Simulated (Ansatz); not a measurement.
Diatomic RuF+, multiplicity 5 (lowest of 2S+1 = 1, 3, 5, 7 at CCSD(T)/def2-TZVPP on PBE0 minima; our sources give no spin for the ground state, which may be another). No spin–orbit coupling.

Seven points along R, fitted to fifth degree in 1/R; most abundant isotopes. Runs in def2 and cc sets follow the lowest solution found near the PBE0 minimum.

Correlated levels freeze the inner cores; with def2 sets outer-core shells near the valence are correlated too. CBS(a, b) extrapolates the correlation energy as X⁻³ and adds the Hartree–Fock energy of set b.

The values were computed with Ansatz (Gaussian basis) for Hartree–Fock, density functionals and correlated methods. Values without a source in brackets are computed. In def2 rows elements past Kr take small-core potentials, without spin–orbit coupling.

### Question
What bond length and harmonic frequency does PBE0/def2-TZVPP give?

### Answer
r_e = 1.807 Å, ω_e = 718 cm⁻¹.

### Question
What bond length and harmonic frequency does CCSD/def2-TZVPP give?

### Answer
r_e = 1.818 Å, ω_e = 727 cm⁻¹.

### Question
What bond length and harmonic frequency does CCSD(T)/CBS(def2-TZVPP, def2-QZVPP) give?

### Answer
r_e = 1.823 Å, ω_e = 712 cm⁻¹.

Ansatz is an electronic-structure program.
